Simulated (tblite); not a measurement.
Give a GFN2-xTB geometry of `CN/N=C(\C)C(C)(C)C`.

```xyz
25
C7H16N2 angstrom
C      3.3452    0.8454   -0.7552
N      2.4265   -0.1513   -0.2606
N      1.1296    0.1983   -0.3460
C      0.2167   -0.3403    0.3522
C      0.4730   -1.3751    1.4220
C     -1.2121    0.0789    0.0653
C     -1.2463    1.0839   -1.0879
C     -2.0367   -1.1534   -0.3282
C     -1.8191    0.7383    1.3107
H      3.5408    1.6487   -0.0327
H      4.2887    0.3640   -1.0116
H      2.9066    1.2822   -1.6497
H      2.7364   -0.6229    0.5885
H      1.2488   -1.0272    2.1086
H      0.8195   -2.3051    0.9685
H     -0.4196   -1.5850    2.0008
H     -2.2707    1.3933   -1.2835
H     -0.8327    0.6385   -1.9872
H     -0.6527    1.9588   -0.8423
H     -2.0930   -1.8741    0.4838
H     -3.0504   -0.8544   -0.5873
H     -1.5896   -1.6419   -1.1913
H     -1.2289    1.6047    1.6004
H     -1.8575    0.0513    2.1524
H     -2.8335    1.0685    1.0981
```

Orientation and origin are arbitrary. Atoms count from 1 in this order. Of the pairs four or more bonds apart, C5···H13 is among the closest relative to their van der Waals radii: 2.53 Å, 87 % of the sum of Bondi's values. The C–C distances run from 1.510 Å (C4–C5, drawn single) to 1.534 Å (C6–C9, drawn single), a spread of 0.024 Å. The 2 C–N bonds span 1.269 Å (N3=C4, drawn double) to 1.443 Å (C1–N2, drawn single), a spread of 0.174 Å. N2 (nitrogen bonded to C, N and H) is pyramidal (angles 117.8°, 114.4° and 114.3°, sum 346.4°, 0.27 Å off the plane of its three neighbours).

Bonds between heavy atoms (Å): C1–N2 1.443, N2–N3 1.346, N3=C4 1.269, C4–C5 1.510, C4–C6 1.516, C6–C7 1.530, C6–C8 1.534, C6–C9 1.534.

Computed geometry: GFN2-xTB, gas phase.

Point group: C1 (no symmetry element, even within 0.4 Å). Its GFN2-xTB frequencies are all real (lowest 43 cm⁻¹). The numbers are those of one conformer (C1–N2–N3–C4 -159°). 2 starts were optimised and ended at 0.00 and 0.02 kcal/mol (GFN2-xTB); the lowest of these is shown.
